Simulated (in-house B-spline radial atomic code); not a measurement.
A fraction x of an electron is moved 4p → 5d in Xe⁺, starting from [Kr] 4d10 5s2 5p5 and keeping the highest spin. Method: scalar-relativistic (X2C) wB97X, spin-polarised, spherical fractional occupations, Fermi nucleus of rms radius 4.7859 fm. Calculated with an all-electron radial atomic-structure program (B-spline basis).

Caution: exact exchange at fractional occupations of open shells leaves self-interaction of up to several eV.

```json
{"x": "0", "E(x) - E(0) (eV)": "0.0000", "4p down level (eV)": "-159.474", "5d up level (eV)": "-"}
{"x": "0.125", "E(x) - E(0) (eV)": "19.7464", "4p down level (eV)": "-160.622", "5d up level (eV)": "-2.233"}
{"x": "0.25", "E(x) - E(0) (eV)": "39.5953", "4p down level (eV)": "-161.683", "5d up level (eV)": "-2.503"}
{"x": "0.375", "E(x) - E(0) (eV)": "59.5381", "4p down level (eV)": "-162.682", "5d up level (eV)": "-2.788"}
{"x": "0.5", "E(x) - E(0) (eV)": "?", "4p down level (eV)": "?", "5d up level (eV)": "?"}
{"x": "0.625", "E(x) - E(0) (eV)": "?", "4p down level (eV)": "?", "5d up level (eV)": "?"}
{"x": "0.75", "E(x) - E(0) (eV)": "119.8604", "4p down level (eV)": "-165.446", "5d up level (eV)": "-3.671"}
{"x": "0.875", "E(x) - E(0) (eV)": "140.1182", "4p down level (eV)": "-166.311", "5d up level (eV)": "-3.966"}
{"x": "1", "E(x) - E(0) (eV)": "160.4457", "4p down level (eV)": "-167.153", "5d up level (eV)": "-4.261"}
```

Question: What belongs in the row x = 0.5?

Answer: An energy change of 79.5667 eV; 4p down at -163.636 eV, 5d up at -3.081 eV.

Question: What belongs in the row x = 0.625?

Answer: An energy change of 99.6754 eV; 4p down at -164.556 eV, 5d up at -3.376 eV.

Question: Check Janak's theorem between x = 0.125 and 0.25.

Answer: The slope of the energy is 158.79 eV; the orbital levels give 158.78 eV (ε of the receiving orbital less ε of the emptying one, averaged over the two points).
